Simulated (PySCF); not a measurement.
Record of a relaxation.

Species: fluorochlorobromomethane, CHBrClF.
SMILES with atom numbers: `[F:1][C@@H:2]([Cl:3])[Br:4]` (hydrogens: H5 on C2)

Method: PySCF 2.14.0, PBE0-D3(BJ)/def2-TZVP geometry optimisation, gas phase; density fitting, grid level 2; the optimiser is geomeTRIC in internal coordinates, started from a GFN2-xTB structure with every atom displaced at random (about 0.01 Å). The frame can shift and turn from step to step; on so coarse a grid that alone can change the energy by a few meV, and forces under 0.02 eV/Å are noise.

Step 0: E = -86324.8823 eV, largest atomic force 0.992 eV/Å
```
atom  x, y, z in Å  |  force x, y, z in eV/Å
F1     -0.152    1.119   -0.768   -0.258   0.669  -0.568
C2     -0.066    0.109    0.066    0.340  -0.932   0.022
Cl3    -1.328   -1.098   -0.309    0.576   0.433   0.232
Br4     1.764   -0.628   -0.114   -0.649   0.053   0.200
H5     -0.184    0.464    1.086   -0.009  -0.224   0.115
```

Step 1: E = -86324.7121 eV, largest atomic force 3.292 eV/Å
```
atom  x, y, z in Å  |  force x, y, z in eV/Å
F1     -0.200    0.493   -1.307   -0.566  -0.011   0.433
C2     -0.081   -0.064   -0.084    2.865  -0.849  -1.382
Cl3     1.672    0.187    0.385   -0.621   0.299   0.217
Br4    -1.307    0.515    1.145   -0.940   0.600   0.837
H5     -0.050   -1.146   -0.168   -0.738  -0.038  -0.106
```

Step 2: E = -86324.8715 eV, largest atomic force 1.629 eV/Å
```
atom  x, y, z in Å  |  force x, y, z in eV/Å
F1     -0.217    0.488   -1.297   -0.168  -0.066   0.277
C2     -0.039   -0.090   -0.097    1.541  -0.055  -0.526
Cl3     1.680    0.221    0.408   -0.823  -0.005  -0.061
Br4    -1.306    0.537    1.156   -0.227   0.115   0.240
H5     -0.084   -1.171   -0.200   -0.323   0.011   0.070
```

Step 3: E = -86324.9271 eV, largest atomic force 0.382 eV/Å
```
atom  x, y, z in Å  |  force x, y, z in eV/Å
F1     -0.221    0.488   -1.294    0.053  -0.060  -0.079
C2      0.002   -0.103   -0.116    0.336   0.153   0.097
Cl3     1.651    0.242    0.424   -0.197  -0.088  -0.135
Br4    -1.284    0.539    1.159   -0.176   0.002   0.141
H5     -0.114   -1.180   -0.203   -0.016  -0.007  -0.023
```

Step 4: E = -86324.9319 eV, largest atomic force 0.106 eV/Å
```
atom  x, y, z in Å  |  force x, y, z in eV/Å
F1     -0.211    0.481   -1.299   -0.013   0.063  -0.033
C2      0.011   -0.096   -0.114   -0.022  -0.035   0.092
Cl3     1.649    0.237    0.415   -0.008   0.010  -0.009
Br4    -1.298    0.535    1.171    0.059  -0.030  -0.083
H5     -0.116   -1.172   -0.201   -0.016  -0.008   0.032
```

Step 5: E = -86324.9324 eV, largest atomic force 0.054 eV/Å
```
atom  x, y, z in Å  |  force x, y, z in eV/Å
F1     -0.212    0.484   -1.298   -0.004   0.015  -0.034
C2      0.011   -0.097   -0.114    0.003  -0.007   0.054
Cl3     1.649    0.238    0.414   -0.008  -0.005  -0.005
Br4    -1.296    0.534    1.167    0.007  -0.005  -0.014
H5     -0.117   -1.173   -0.199    0.002   0.001  -0.001
```

Step 6: E = -86324.9325 eV, largest atomic force 0.023 eV/Å
```
atom  x, y, z in Å  |  force x, y, z in eV/Å
F1     -0.212    0.485   -1.298   -0.001   0.005  -0.015
C2      0.011   -0.097   -0.113    0.007  -0.005   0.021
Cl3     1.649    0.237    0.413   -0.005  -0.002  -0.001
Br4    -1.297    0.533    1.166   -0.001   0.002  -0.003
H5     -0.117   -1.173   -0.198    0.001   0.000  -0.003
```

**Question.** Summarise the path.

**Answer.** The energy falls by 0.0502 eV from step 0 to step 6; nine tenths of that is first reached at step 4. It rises by more than 0.2 meV at step 1. The largest force goes from 0.992 to 0.023 eV/Å. Among the bonds C2–Br4 changes most, from 1.981 to 1.934 Å; the atoms move by 0.034 Å rms after alignment.

**Question.** Follow the three bonds and two angles with the largest change from start to end.

**Answer.** 
```json
{"step": "0", "E above end (eV)": "0.0502", "largest force (eV/Å)": "0.992", "C2–Br4 (Å)": "1.981", "C2–Cl3 (Å)": "1.786", "F1–C2 (Å)": "1.313", "F1–C2–Br4 (°)": "106.8", "Cl3–C2–H5 (°)": "110.0"}
{"step": "1", "E above end (eV)": "0.2204", "largest force (eV/Å)": "3.292", "C2–Br4 (Å)": "1.829", "C2–Cl3 (Å)": "1.832", "F1–C2 (Å)": "1.349", "F1–C2–Br4 (°)": "114.7", "Cl3–C2–H5 (°)": "97.4"}
{"step": "2", "E above end (eV)": "0.0610", "largest force (eV/Å)": "1.629", "C2–Br4 (Å)": "1.889", "C2–Cl3 (Å)": "1.818", "F1–C2 (Å)": "1.344", "F1–C2–Br4 (°)": "111.1", "Cl3–C2–H5 (°)": "103.6"}
{"step": "3", "E above end (eV)": "0.0053", "largest force (eV/Å)": "0.382", "C2–Br4 (Å)": "1.921", "C2–Cl3 (Å)": "1.769", "F1–C2 (Å)": "1.337", "F1–C2–Br4 (°)": "109.0", "Cl3–C2–H5 (°)": "108.4"}
{"step": "4", "E above end (eV)": "0.0006", "largest force (eV/Å)": "0.106", "C2–Br4 (Å)": "1.940", "C2–Cl3 (Å)": "1.753", "F1–C2 (Å)": "1.337", "F1–C2–Br4 (°)": "109.5", "Cl3–C2–H5 (°)": "108.7"}
{"step": "5", "E above end (eV)": "0.0000", "largest force (eV/Å)": "0.054", "C2–Br4 (Å)": "1.935", "C2–Cl3 (Å)": "1.753", "F1–C2 (Å)": "1.338", "F1–C2–Br4 (°)": "109.4", "Cl3–C2–H5 (°)": "108.8"}
{"step": "6", "E above end (eV)": "0.0000", "largest force (eV/Å)": "0.023", "C2–Br4 (Å)": "1.934", "C2–Cl3 (Å)": "1.753", "F1–C2 (Å)": "1.338", "F1–C2–Br4 (°)": "109.3", "Cl3–C2–H5 (°)": "108.8"}
```

What follows is the cost of the whole optimisation. Hardware: one thread of an Arm Neoverse N1, shared host with 64 logical CPUs at a one-minute load of 55. Cost: 93 s, 0.58 GiB resident at most.
